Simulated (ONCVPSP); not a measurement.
## Before and after: ONCV potential for germanium

ONCVPSP 4.0.1 input, shortened (lines: element, Z, core and valence counts, functional; n l f; lmax; l rc ep ncon nbas qcut; lloc lpopt rc5 dvloc0; l nproj debl; icmod fcfact rcfact), PBE, scalar-relativistic:

```
  Ge 32.00    5    3        4      upf
    1    0    2.00
    2    0    2.00
    2    1    6.00
    3    0    2.00
    3    1    6.00
    3    2   10.00
    4    0    1.00
    4    1    3.00
    2
    0    1.50    0.00    4    7    4.40
    1    1.90    0.00    4    8    4.50
    2    1.05    0.00    4    9   16.70
    4    5    0.95    1.00
    0    2    2.20
    1    1    0.70
    2    2    1.20
    3    3.00    1.65
```

All-electron outer shells of the reference configuration (PBE, scalar-relativistic, ld1.x):

| shell | level (eV) | outermost node (bohr) | outermost maximum (bohr) |
| --- | --- | --- | --- |
| 3s | -170.28 | 0.26 | 0.54 |
| 3p | -117.41 | 0.23 | 0.54 |
| 3d | -31.05 | – | 0.50 |
| 4s | -12.69 | 0.77 | 1.73 |
| 4p | -4.58 | 0.82 | 2.16 |

Change: d: qcut 13.2.

Cutoffs: the cutoffs (Ha) at which the residual kinetic energy of the hardest occupied pseudo-wave falls to 1 and 0.1 mHa per electron; they do not see the model core or the augmentation charge, which bear on the density cutoff. Errors are all-electron minus pseudo energies relative to the spin-unpolarised reference configuration.

Task: Predict the effect on cutoff, ghosts and configuration errors.

Result: The potential gets softer (103 Ha and 116 Ha → 80 Ha and 110 Ha); the errors of the 4 common tests hardly move; neither file shows a bound ghost. The waves are optimised to have the least kinetic energy above qcut, so the cutoff follows it (qcut²/2 in Ha).

| quantity | base | changed |
| --- | --- | --- |
| cutoff, loose | 103 Ha | 80 Ha |
| cutoff, tight | 116 Ha | 110 Ha |
| loose cutoff by channel | s 8.7 Ha, p 6.8 Ha, d 103 Ha | s 8.7 Ha, p 6.8 Ha, d 80 Ha |
| bound ghosts | none | none |
| GHOST(+) flags under 300 eV | s at 1.3 eV | s at 1.3 eV |
| error for 3d10 4s2 4p2, meV [ΔE -7.97 eV] | +3.0 | +2.9 |
| error for 3d10 4s2 4p1, meV [ΔE -0.53 eV] | +0.4 | +0.3 |
| error for 3d10 4s2 4p0, meV [ΔE 14.91 eV] | -0.2 | -0.3 |
| error for 3d10 4s0 4p4, meV [ΔE 8.22 eV] | +2.8 | +2.7 |
| s: phases at 1.52 bohr within 0.05 rad from the reference energy up to (Ha; the scan ends near 5) | 0.0 | 0.0 |
| p: phases at 1.93 bohr within 0.05 rad from the reference energy up to (Ha; the scan ends near 5) | 0.8 | 0.8 |
| d: phases at 1.07 bohr within 0.05 rad from the reference energy up to (Ha; the scan ends near 5) | to the end of the scan | to the end of the scan |
| rms error of d²Exc/dni dnj with the model core, mHa | 2.34 | 1.72 |
